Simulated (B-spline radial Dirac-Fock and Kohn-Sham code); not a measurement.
# Dipole and non-dipole photoemission parameters of Pb 6p3/2

System: atomic lead, [Xe] 4f14 5d10 6s2 6p2; threshold 4.98 eV (orbital energy of the model). These are calculated numbers from a radial finite-basis atomic code; the model is Dirac-Hartree-Slater photoionisation with a Latter tail; cross sections with all multipoles, angular parameters from the dipole term and its interference with E2.

Input of the calculation (task.json; shells as n, l, electrons):

```json
{"items": [{
  "Z": 82,
  "q": 0,
  "cfg": [[1, 0, 2], [2, 0, 2], [2, 1, 6], [3, 0, 2], [3, 1, 6], [3, 2, 10], [4, 0, 2], [4, 1, 6], [4, 2, 10], [4, 3, 14], [5, 0, 2], [5, 1, 6], [5, 2, 10], [6, 0, 2], [6, 1, 2]],
  "A": 208,
  "rrms": 5.5012,
  "do": "xps",
  "hv": [60, 100, 134.0, 136.0, 152.0, 206.0, 214.0, 219.0, 224.0, 251.0, 308.0, 319.0, 551.0, 600, 800, 975.0, 1000, 1070.0, 1486.9, 2570.0, 2984.4, 3020.0, 3670.0, 7140.0, 7940.0, 8047.8, 12300.0, 12500.0, 13000.0, 13800.0],
  "edges": {"K": 88005.0, "L1": 15861.0, "L2": 15200.0, "L3": 13035.0, "M1": 3851.0, "M2": 3554.0, "M3": 3066.0, "M4": 2586.0, "M5": 2484.0, "N1": 891.8, "N2": 761.9, "N3": 643.5, "N4": 434.3, "N5": 412.2, "N6": 141.7, "N7": 136.9, "O1": 147.0, "O2": 106.4, "O3": 83.3}
}]}
```

Command: `python xray2_run.py task.json out`

For linearly polarised light dσ/dΩ = σ/(4π) [1 + β P₂(cos θ) + (δ + γ cos²θ) sin θ cos φ], with θ from the polarisation vector and φ the angle between the beam and the projection of the electron momentum on the plane normal to the polarisation.

| hν (eV) | σ (kb) | β | γ | δ |
| --- | --- | --- | --- | --- |
| 60 | 45.6 | 1.056 | 0.286 | -0.027 |
| 100 | 14.2 | 0.014 | 0.205 | -0.022 |
| 134 | 8.66 | -0.224 | 0.042 | 0.001 |
| 136 | 8.47 | -0.226 | 0.035 | 0.002 |
| 152 | 7.23 | -0.217 | -0.013 | 0.011 |
| 206 | 4.95 | -0.016 | -0.065 | 0.030 |
| 214 | 4.74 | 0.021 | -0.064 | 0.032 |
| 219 | 4.61 | 0.043 | -0.062 | 0.033 |
| 224 | 4.49 | 0.066 | -0.059 | 0.034 |
| 251 | ? | ? | ? | ? |
| 308 | 3.13 | 0.414 | 0.021 | 0.038 |
| 319 | 3.00 | 0.452 | 0.034 | 0.038 |
| 551 | 1.55 | 0.979 | 0.239 | 0.024 |
| 600 | 1.39 | 1.047 | 0.262 | 0.021 |
| 800 | 0.932 | 1.244 | 0.303 | 0.011 |
| 975 | 0.699 | 1.355 | 0.294 | 0.005 |
| 1000 | 0.674 | 1.368 | 0.291 | 0.004 |
| 1070 | 0.609 | 1.402 | 0.280 | 0.003 |
| 1486.9 | 0.366 | 1.539 | 0.192 | -0.002 |
| 2570 | 0.146 | 1.689 | 0.003 | -0.001 |
| 2984.4 | 0.111 | 1.715 | -0.031 | 0.001 |
| 3020 | 0.109 | 1.717 | -0.033 | 0.001 |
| 3670 | 0.0754 | 1.743 | -0.048 | 0.004 |
| 7140 | 0.0192 | 1.766 | 0.236 | 0.015 |
| 7940 | 0.0152 | 1.761 | 0.336 | 0.017 |
| 8047.8 | 0.0147 | 1.760 | 0.349 | 0.018 |
| 12300 | 0.00547 | 1.717 | 0.898 | 0.028 |
| 12500 | 0.00526 | 1.714 | 0.923 | 0.029 |
| 13000 | 0.00478 | 1.708 | 0.985 | 0.030 |
| 13800 | 0.00412 | 1.698 | 1.081 | 0.033 |

**Question.** Give the values at 251 eV.

**Answer.** σ = 3.94 kb, β = 0.187, γ = -0.040, δ = 0.037.
